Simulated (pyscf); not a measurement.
HO–AsH• → •O–AsH₂, a hydrogen shift (doublet surface; H–O broken, As–H formed). PySCF, gas phase, ωB97X-D3(BJ)/def2-SVP geometries. Correlated levels are frozen-core, on RHF or UHF. ΔMP2 is the change of the MP2 total energy from the triple- to the quadruple-zeta basis. Energies in kcal/mol from the reactant's lowest minimum found.

Small-basis levels: PySCF, no dispersion term, spherical d functions. GFN2-xTB: tblite. Open shells are spin-unrestricted. 

```json
[
 {"level": "HF/STO-3G", "barrier": "57.9", "reaction energy": "+8.7"},
 {"level": "HF/6-31G*+LANL2DZ", "barrier": "68.5", "reaction energy": "+31.7"},
 {"level": "BP86/6-31G*+LANL2DZ", "barrier": "57.9", "reaction energy": "+31.6"},
 {"level": "B3LYP/STO-3G", "barrier": "…", "reaction energy": "+16.6"},
 {"level": "B3LYP/3-21G", "barrier": "56.4", "reaction energy": "+28.5"},
 {"level": "B3LYP/LANL2DZ", "barrier": "61.3", "reaction energy": "+33.9"},
 {"level": "B3LYP/6-31G*+LANL2DZ", "barrier": "61.7", "reaction energy": "+33.4"},
 {"level": "B3LYP/def2-SVP", "barrier": "56.7", "reaction energy": "+30.4"},
 {"level": "GFN2-xTB", "barrier": "…", "reaction energy": "+26.2"},
 {"level": "CCSD(T)/def2-TZVPP + ΔMP2(QZVPP)", "barrier": "…", "reaction energy": "+33.9"}
]
```

Q: Complete the blanks.

A: 
- B3LYP/STO-3G, barrier: 51.5
- GFN2-xTB, barrier: 50.6
- CCSD(T)/def2-TZVPP + ΔMP2(QZVPP), barrier: 59.0

Against the last row the barrier runs from -8.4 (GFN2-xTB) to +9.5 kcal/mol (HF/6-31G*+LANL2DZ). CCSD(T)/def2-TZVPP + ΔMP2(QZVPP) has limits of its own. This is the saddle that the search found; another between the same sides may lie lower. The CCSD(T) − MP2 part came from Ansatz, without density fitting, on the same reference. The frozen core leaves the outer d or s,p core shells of the metals and heavy elements correlated in the MP2 and CC values, and def2-TZVPP describes them poorly, which can shift differences by a few kcal/mol. In the def2 sets elements up to Kr have no core potential.
